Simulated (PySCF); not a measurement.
Calculated NMR parameters of FC(F)(F)CP1C=CCC=C1

```yaml
Formula: C7H8F3P
SMILES: FC(F)(F)CP1C=CCC=C1
Point_group_of_the_computed_structure: C1
Carbon_signals: 5
Proton_signals: 4
```

Molfile (atoms numbered from 1):
```
C7H8F3P
     RDKit          3D

 19 19  0  0  0  0  0  0  0  0999 V2000
    3.2510    1.1695   -1.2440 F   0  0  0  0  0  0  0  0  0  0  0  0
    2.9654    0.4742   -0.1344 C   0  0  0  0  0  0  0  0  0  0  0  0
    2.7307    1.3777    0.8298 F   0  0  0  0  0  0  0  0  0  0  0  0
    4.1005   -0.1590    0.2182 F   0  0  0  0  0  0  0  0  0  0  0  0
    1.8135   -0.4690   -0.3388 C   0  0  0  0  0  0  0  0  0  0  0  0
    0.3081    0.5259   -0.8879 P   0  0  0  0  0  0  0  0  0  0  0  0
   -0.7606   -0.8963   -1.2426 C   0  0  0  0  0  0  0  0  0  0  0  0
   -2.0212   -0.9435   -0.8359 C   0  0  0  0  0  0  0  0  0  0  0  0
   -2.6563    0.1047    0.0273 C   0  0  0  0  0  0  0  0  0  0  0  0
   -1.6849    0.7002    1.0020 C   0  0  0  0  0  0  0  0  0  0  0  0
   -0.3976    0.8855    0.7449 C   0  0  0  0  0  0  0  0  0  0  0  0
    1.6253   -1.0188    0.5855 H   0  0  0  0  0  0  0  0  0  0  0  0
    2.0905   -1.1642   -1.1340 H   0  0  0  0  0  0  0  0  0  0  0  0
   -0.3434   -1.6685   -1.8745 H   0  0  0  0  0  0  0  0  0  0  0  0
   -2.6515   -1.7815   -1.1022 H   0  0  0  0  0  0  0  0  0  0  0  0
   -3.0506    0.9020   -0.6134 H   0  0  0  0  0  0  0  0  0  0  0  0
   -3.5052   -0.3220    0.5652 H   0  0  0  0  0  0  0  0  0  0  0  0
   -2.0908    0.9628    1.9700 H   0  0  0  0  0  0  0  0  0  0  0  0
    0.2674    1.3295    1.4723 H   0  0  0  0  0  0  0  0  0  0  0  0
  1  2  1  0
  2  3  1  0
  2  4  1  0
  2  5  1  0
  5  6  1  0
  6  7  1  0
  7  8  2  0
  8  9  1  0
  9 10  1  0
 10 11  2  0
 11  6  1  0
  5 12  1  0
  5 13  1  0
  7 14  1  0
  8 15  1  0
  9 16  1  0
  9 17  1  0
 10 18  1  0
 11 19  1  0
M  END
```

PySCF 2.14 calculation with structure optimised with GFN2-xTB and σ from GIAO-PBE0/pcSseg-1; no relativistic terms, a single conformation, gas phase, fast rotation and ring inversion assumed for equivalent nuclei.

δ = σ(ref) − σ, references computed at the same level: TMS for $^{1}$H (σ = 31.72 ppm) and $^{13}$C (σ = 186.93 ppm); CFCl3 for $^{19}$F (σ = 170.95 ppm); H3PO4 for $^{31}$P (σ = 318.38 ppm).

| carbon | δC, type | δH (multiplicity) | HMBC from (2–3 bonds) | span of the C tensor (ppm) |
| --- | --- | --- | --- | --- |
| C2 | 135.9, C | – | H12/H13 | 13 |
| C5 | 40.4, CH2 | 2.42 (m) | H14/H19 | 40 |
| C7/C11 | 136.4, CH | 6.52 (m) | H15/H18, H14/H19, H16/H17, H12/H13 | 216 |
| C8/C10 | 136.9, CH | 6.53 (m) | H15/H18, H14/H19, H16/H17 | 232 |
| C9 | 33.1, CH2 | 2.90 (m) | H15/H18, H14/H19 | 29 |

Other nuclei:
| atoms | nucleus | environment | δ (ppm) | σ (ppm) |
| --- | --- | --- | --- | --- |
| F1/F3/F4 | $^{19}$F | fluorine of a CF3 group | -76.3 | 247.3 |
| P6 | $^{31}$P | phosphorus bonded to 3 C, in a 6-membered ring | -83.9 | 402.2 |

1. δC 136.9, 136.4: alkene CH; as expected for a trigonal carbon in a double bond.
2. δC 135.9: CF3 carbon; 3 electronegative neighbours deshield it.
3. δC 33.1: allylic sp3 CH2; a saturated carbon with 2 carbon neighbours and no heteroatom attached.
4. δH 6.53, 6.52: hydrogen on an alkene CH; a vinylic proton, deshielded by the sp2 carbon and the C=C anisotropy.
5. δH 2.90: hydrogen on an allylic sp3 CH2; allylic position.

Splittings by $^{19}$F and $^{31}$P in the carbon and heteronuclear signals aren't shown, as no couplings were computed. Shifts are as computed. Against solution values, carbons near 30 ppm lie about +3 ppm off and those near 130 ppm about +5 ppm. Of 1211 compounds with measured shifts, 218 miss one by over three times the rms of a fit or turn the order of signals round; such compounds aren't used in these exercises. Unscaled 19F shifts against computed CFCl3 carry errors that often reach 10 to 50 ppm. Experimental scales use liquid or dissolved standards, which lie at an offset from isolated H3PO4. Multiplicities follow the n + 1 count of equivalent neighbours, as no J values were calculated; m marks all less simple cases, F and P coupling included.
